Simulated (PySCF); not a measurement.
Predicted microwave data (PBE0-D3(BJ)/def2-SVP geometry optimisation, gas phase (PySCF)) for one isomer of C3H7BO:

```
Rotational constants : A = 9039, B = 4267, C = 2953 MHz
Dipole components    : |μa| = 0.54 D, |μb| = 0.04 D, |μc| = 0.03 D
Inertial defect      : -3.24 u·Å²
κ                    : -0.57
```

Question: Which candidate fits, each taken in the one conformer that was computed?
A. `[BH2:1][C:2](=[CH2:3])[O:4][CH3:5]` with B1–C2–O4–C5 2°
B. `[CH2:1]=[CH:2][BH:3][O:4][CH3:5]` with C1–C2–B3–O4 180°, C2–B3–O4–C5 -179°

Answer: A. It is BC(=C)OC, an asymmetric top. The candidates at the same level (rigid rotor, commonest isotopes):

```json
{"SMILES": "C=CBOC", "A (MHz)": "29986", "B (MHz)": "2147", "C (MHz)": "2030", "μa (D)": "0.79", "μb (D)": "0.47", "μc (D)": "0.00", "Δ (u·Å²)": "-3.21", "point group": "Cs", "rotor": "near-prolate asymmetric top"}
{"SMILES": "BC(=C)OC", "A (MHz)": "9039", "B (MHz)": "4267", "C (MHz)": "2953", "μa (D)": "0.54", "μb (D)": "0.04", "μc (D)": "0.03", "Δ (u·Å²)": "-3.24", "point group": "–", "rotor": "asymmetric top"}
```

`C=CBOC` has A 232 % too high. No structure here is proved a minimum.
